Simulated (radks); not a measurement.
The table gives one normalised radial function P(r) = r R(r) of Nb6+ in [Ar] 3d10 4s2 4p5 (r in bohr). All-electron calculation, scalar-relativistic Kohn-Sham, PBE, spin-polarised, spherical densities, point nucleus; open shells are filled with parallel spins first (spin-orbit coupling, left out, can overturn this in heavy ions). Program: a radial shooting solver on a logarithmic mesh with Libxc functionals.

r,P
0.001816,0.0577
0.002688,0.0808
0.004009,0.1116
0.005934,0.1488
0.008781,0.1894
0.013,0.2238
0.01923,0.2317
0.02869,0.1798
0.04246,0.0382
0.06284,-0.1842
0.093,-0.3732
0.1376,-0.3050
0.2037,0.1350
0.3039,0.5861
0.4497,0.3400
0.6656,-0.5616
0.985,-1.1143
1.458,-0.7569
2.175,-0.1969
3.218,-0.0163
4.763,-0.0003

Which n and l does it have? It may be an empty orbital.

Answer. n = 4, l = 0: the number of nodes gives n - l - 1 = 3, the rise at small r (about r^(l+1), flatter next to the nucleus through relativity) gives l, and the extent must fit the shell. The curve is that of 4s up; the table hardly tells the two spins apart. 4s up: eigenvalue -138.17 eV, 3 radial nodes at r = 0.0458, 0.185, 0.529 bohr, <r> = 1.10 bohr, 90 % of the charge inside 1.59 bohr.
